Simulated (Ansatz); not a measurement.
Mulliken charges of CH3Cl3Zr, SMILES `[CH3][Zr]([Cl])([Cl])[Cl]` from r2SCAN/def2-TZVPP in Ansatz (PBE0-D4/def2-TZVP geometry).

```tsv
atom	x (Å)	y (Å)	z (Å)	charge (e)
C1	-0.924	-0.145	0.715	-0.439
Zr2	0.784	0.123	-0.606	0.977
Cl3	2.514	-1.100	0.360	-0.273
Cl4	0.109	-0.717	-2.671	-0.273
Cl5	1.189	2.416	-0.638	-0.273
H6	-0.692	0.226	1.719	0.093
H7	-1.187	-1.206	0.788	0.093
H8	-1.792	0.403	0.332	0.093
```

Question: By hand: the dipole of these point charges (1 e Å = 4.8032 D).

Answer: Σ q r = (-0.210, -0.033, 0.163) e Å, of length 0.268 e Å = 1.29 D.

Question: How does the dipole of the full density compare? (Best estimate.)

Answer: Ansatz gave: (-0.217, -0.034, 0.168) e Å, 1.33 D; the point charges give 0.97 times that, at 0° from its direction.

Point charges leave out the atoms' own dipoles, such as those of lone pairs, and Mulliken's split depends on the basis, so the close match here is no proof of good charges.
